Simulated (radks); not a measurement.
Dynamic dipole polarisability and lines of the beryllium ion Be+, [He] 2s1. Level of theory: scalar-relativistic Kohn-Sham, LB94 model potential, spin-polarised, spherical densities, finite nucleus; open shells are filled with parallel spins first; Fermi nuclear charge, rms radius of each element as measured or else 0.836 A^(1/3) + 0.57 fm (a radial shooting solver on a logarithmic mesh with Libxc functionals). Time-dependent linear response with the Hartree and adiabatic LDA kernel, continuum included through the Sternheimer equations, no spin-orbit coupling, so fine structure and intercombination lines are absent. Lines are the poles of the dipole polarisability below minus the highest occupied eigenvalue, found on a grid refined at the orbital gaps; the lowest seven at most are given, and weak or close lines can be missed. The first line takes the name of the lowest orbital gap if no other gap lies below it; otherwise a line is named after a gap within 0.6 % of it, if that gap stands alone.

photon energy (eV)  alpha (bohr^3)
0                            22.41
0.884                        23.56
2.651                        40.69
4.418                       -70.80
6.185                       -11.92
7.952                       -4.286
9.719                      -0.1781
11.486                      -55.93
13.253                      -2.568
15.020                      -2.884

Lines (eV, oscillator strength): 3.889 (318.8 nm, 2s-2p), f = 0.429; 11.401 (108.8 nm, unassigned), f = 0.143; 14.464 (85.72 nm, unassigned), f = 0.0402. Higher lines, where found, are left out when the end of the mesh affects them. Those listed give 98 % of the static polarisability (sum of f/w^2). Orbital energy gaps for comparison: 2s-2p 3.557 eV; 2s-3p 11.754 eV; 2s-4p 14.568 eV. At laser wavelengths: 1550 nm 23.34, 1064 nm 24.49, 780 nm 26.64, 532 nm 34.22, 355 nm 110.0, 266 nm -46.55, 193 nm -10.29 bohr^3. Measured terms reached by dipole lines (averaged over J; NIST Handbook of Basic Atomic Spectroscopic Data, eV): 2s-2p 3.959; 2s-3p 11.964; 2s-4p 14.725; those above the model threshold have no computed partner.
